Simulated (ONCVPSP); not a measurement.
**Reading a pseudo-wave (barium (Ba))**

Columns: radius, all-electron u(r) and pseudo u(r) of the 5s shell (level -33.70 eV) of barium in the configuration [Kr] 4d10 5s2 5p6 6s2; PBEsol, scalar-relativistic, ONCV scheme, ONCVPSP 4.0.1.

```tsv
r (bohr)	all-electron	pseudo
0.160	0.1977	0.1217
0.320	0.0480	0.2435
0.480	-0.4605	0.3643
0.640	-0.3867	0.4812
0.800	0.0059	0.5893
0.960	0.4125	0.6828
1.120	0.7058	0.7554
1.280	0.8686	0.8017
1.440	0.9246	0.8185
1.600	0.9060	0.8058
1.760	0.8418	0.7665
1.920	0.7537	0.7061
2.080	0.6571	0.6317
2.240	0.5614	0.5503
2.400	0.4723	0.4685
2.560	0.3926	0.3917
2.720	0.3232	0.3231
2.880	0.2641	0.2640
3.040	0.2145	0.2145
3.200	0.1734	0.1733
3.360	0.1396	0.1396
3.520	0.1121	0.1120
3.680	0.0897	0.0897
3.840	0.0717	0.0717
4.000	0.0572	0.0572
4.160	0.0455	0.0455
```

(1) How many radial nodes do the two functions have?

(2) At about which radius was the pseudo-wave matched?

(3) Where does each function peak?

(4) Is the pseudo-wave norm-conserving?

Answers

(1) The all-electron 5s function has n − l − 1 = 4 (the table is too coarse to show those close to the nucleus); the pseudo-wave has 0, since the states of the same l below it are removed with the core.

(2) 3.10 bohr. The columns agree to 0.0005 from 2.72 bohr on; several derivatives are matched, so the curves merge somewhat inside the radius.

(3) Outermost all-electron maximum near 1.44 bohr, pseudo maximum near 1.44 bohr (to the table’s step).

(4) Yes: the ONCV scheme keeps the norm inside the radius equal to the all-electron one, which fixes the energy derivative of the logarithmic derivative at the level.
